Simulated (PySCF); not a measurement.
B⁺ (boron, charge +1) across methods

[He] 2s1 2p1, high-spin 3P determinant (an excited configuration). Computed with PySCF 2.14 in x2c-QZVPPall, with the spin-free X2C one-electron Hamiltonian (Gaussian nucleus).

| method | E (hartree) | mean ε 1s β (eV) | mean ε 2s α (eV) | mean ε 2p α (eV) | Σ⟨r²⟩ (bohr²) | ⟨S²⟩ |
| --- | --- | --- | --- | --- | --- | --- |
| PBE0 | -24.1642 | -199.93 | -22.154 | -16.274 | 7.833 | 2.000 |
| r2SCAN | -24.1900 | -195.76 | -20.942 | -15.122 | 7.795 | 2.000 |
| r2SCANh | -24.1901 | -198.34 | -21.539 | -15.681 | 7.790 | 2.000 |
| wB97M-V | -24.1874 | -202.91 | -24.208 | -18.120 | 8.012 | 2.000 |
| r2SCAN0 | -24.1903 | -202.20 | -22.436 | -16.519 | 7.783 | 2.000 |
| LDA | -23.8949 | -190.76 | -20.404 | -14.558 | 7.948 | 2.000 |
| UHF | -24.12905 | -221.02 | -26.710 | -20.589 | 7.824 | 2.000 |
| PBE | -24.1543 | -192.66 | -20.512 | -14.743 | 7.870 | 2.000 |
| HSE06 | -24.1680 | -199.52 | -21.711 | -15.880 | 7.828 | 2.000 |
